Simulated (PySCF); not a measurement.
Point-charge models of `[SiH3]N([SiH3])[Si@@H]1O[SiH2]C[SiH2]1` against its computed dipole.

Coordinates (GFN2-xTB, Å) and charges (e) from the PBE0/pcSseg-1 density (PySCF):

| atom | x | y | z | Mulliken | IAO | Hirshfeld | ESP-fitted |
| --- | --- | --- | --- | --- | --- | --- | --- |
| Si1 | -2.800 | 1.024 | -0.791 | +0.6435 | +0.7434 | +0.3459 | +0.4431 |
| N2 | -1.618 | 0.006 | -0.034 | -1.0874 | -1.0494 | -0.3518 | -0.4834 |
| Si3 | -1.902 | -0.908 | 1.425 | +0.6674 | +0.7477 | +0.3440 | +0.4616 |
| Si4 | -0.135 | -0.241 | -0.903 | +0.8362 | +0.9630 | +0.3533 | +0.4214 |
| O5 | 0.676 | -1.439 | -0.129 | -0.7616 | -0.8771 | -0.2949 | -0.3944 |
| Si6 | 2.183 | -1.394 | 0.485 | +0.9021 | +1.0043 | +0.4029 | +0.5285 |
| C7 | 2.868 | 0.333 | 0.036 | -0.9011 | -0.8384 | -0.2510 | -0.3129 |
| Si8 | 1.443 | 1.415 | -0.667 | +0.3317 | +0.3997 | +0.2390 | +0.2767 |
| H9 | -3.607 | 0.261 | -1.749 | -0.0820 | -0.1423 | -0.0817 | -0.0930 |
| H10 | -2.053 | 2.064 | -1.505 | -0.1156 | -0.1360 | -0.0793 | -0.1089 |
| H11 | -3.643 | 1.597 | 0.253 | -0.0873 | -0.1203 | -0.0724 | -0.0839 |
| H12 | -1.994 | -2.338 | 1.133 | -0.0842 | -0.1339 | -0.0784 | -0.0903 |
| H13 | -0.820 | -0.631 | 2.372 | -0.1078 | -0.1371 | -0.0800 | -0.1008 |
| H14 | -3.176 | -0.418 | 1.955 | -0.1122 | -0.1299 | -0.0786 | -0.1033 |
| H15 | -0.439 | -0.851 | -2.204 | -0.0785 | -0.1438 | -0.0844 | -0.0940 |
| H16 | 2.048 | -1.595 | 1.927 | -0.1132 | -0.1468 | -0.0825 | -0.1150 |
| H17 | 2.898 | -2.479 | -0.183 | -0.1122 | -0.1454 | -0.0826 | -0.1194 |
| H18 | 3.660 | 0.234 | -0.706 | +0.1790 | +0.1696 | +0.0421 | +0.0840 |
| H19 | 3.337 | 0.798 | 0.902 | +0.1773 | +0.1693 | +0.0419 | +0.0784 |
| H20 | 1.902 | 2.072 | -1.904 | -0.0530 | -0.1014 | -0.0795 | -0.1077 |
| H21 | 1.164 | 2.506 | 0.285 | -0.0411 | -0.0949 | -0.0720 | -0.0868 |

Question: Compute μ = Σ q r for each scheme (1 e·Å = 4.803 D) and compare with the dipole of the full density.

Answer: The full density gives (0.82, 0.88, 0.08) D, 1.21 D in size; dipole vectors point from the negative to the positive end.

```tsv
scheme	μx	μy	μz	size (D)	share of the full size (%)	angle to the full dipole (°)
Mulliken	-0.18	1.25	-0.82	1.51	125	60
IAO	0.39	1.83	-0.49	1.93	160	36
Hirshfeld	0.40	0.69	-0.16	0.82	68	19
ESP-fitted	0.84	0.88	0.07	1.22	101	1
```

Question: Which set comes closest?

Answer: Length of the difference vector: ESP-fitted 0.01 D, Hirshfeld 0.52 D, IAO 1.18 D, Mulliken 1.39 D. Closest: ESP-fitted. The schemes that divide the density aren't constrained to reproduce the dipole.

Question: What is left for the Hirshfeld atoms' own dipoles?

Answer: The Hirshfeld atoms' densities add up to the full density, so μ = Σ q r + Σ (atomic dipoles). The atomic dipoles sum to (0.82, 0.88, 0.08) − (0.40, 0.69, -0.16) = (0.42, 0.19, 0.24) D, 0.52 D in size.

Question: With the origin at the mean of the coordinates, (0.000, 0.001, 0.000) Å, which are the largest single terms, by size, of the IAO dipole along the direction of the full one?

Answer: C7 -8.83, Si3 -6.70, N2 +5.53, Si1 -4.30, Si8 +3.78 D; all 21 atoms together +1.57 D. The single terms depend on the origin, their sum doesn't.

Question: Give the size of the full dipole in other units.

Answer: 1.21 D = 0.476 au = 0.252 e·Å = 4.04 × 10⁻³⁰ C·m.

Isolated species at its GFN2-xTB geometry (one conformer only).
